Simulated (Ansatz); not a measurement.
Reaction (hydrogenolysis of the Si–S bond): `C=C[SiH2]S[SiH](Cl)Cl` + H₂ → `C=C[SiH3]` + `S[SiH](Cl)Cl`

Gas-phase electronic energies from Ansatz, PBE0-D4/def2-TZVP geometries. CCSD(T)/CBS is the MP2 limit (def2-TZVPP, def2-QZVPP) plus CCSD(T) − MP2 in def2-TZVPP, frozen cores. This one scheme is used for every species. Functionals use def2-TZVPP. Each species was taken in one conformer, which may not be the lowest.

```json
{"level": "r2SCAN-D4", "ΔE (kcal/mol)": "13.9"}
{"level": "PBE0-D4", "ΔE (kcal/mol)": "13.9"}
{"level": "ωB97M-V", "ΔE (kcal/mol)": "13.0"}
{"level": "r2SCAN", "ΔE (kcal/mol)": "12.7"}
{"level": "PBE0", "ΔE (kcal/mol)": "10.0"}
{"level": "MP2/def2-TZVPP", "ΔE (kcal/mol)": "15.4"}
{"level": "HF/def2-QZVPP", "ΔE (kcal/mol)": "3.9"}
{"level": "MP2/CBS(def2)", "ΔE (kcal/mol)": "16.9"}
```

Question: What does CCSD(T)/CBS give? (Best estimate.)

Answer: Computed: +13.4 kcal/mol. The listed levels differ from it by 0.5, 0.5, -0.4, -0.7, -3.4, 2.0, -9.5, 3.5 kcal/mol.

Largest T1 diagnostic among the species: 0.011.

In def2-TZVPP, CCSD(T) changes the Hartree–Fock value by +7.9 kcal/mol (the triples alone add +1.9 kcal/mol) and MP2 by +11.4 kcal/mol. The D4 term adds +6.6 kcal/mol with B3LYP and +3.9 kcal/mol with PBE0; it sums over pairs of atoms, weighted by their polarisabilities, and B3LYP, whose exchange is more repulsive, gets the larger term.

B3LYP here is the variant with VWN-RPA as its local correlation; programs differ in this.
